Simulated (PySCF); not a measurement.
Electron correlation in Rh⁺ (rhodium, charge +1)

[Kr] 4d7 5s1, high-spin 5F determinant (an excited configuration). All numbers are calculated (PySCF 2.14, a scalar-relativistic core potential, in aug-cc-pVTZ-PP with ECP28MDF (6s6p5d3f2g, 88 functions)). Frozen: 4s2 4p6; 8 electrons correlated.

```
  level  correlation energy (mhartree)
   CCSD                        -192.67
    (T)                          -6.02
CCSD(T)                        -198.69
```

Diagnostics: T1 = 0.0094, D1 = 0.0343, largest double amplitude 0.020.

Problem. Is a single reference adequate?

Solution. Yes, within this model without spin-orbit coupling: T1 lies below 0.03 and no double amplitude reaches 0.07.
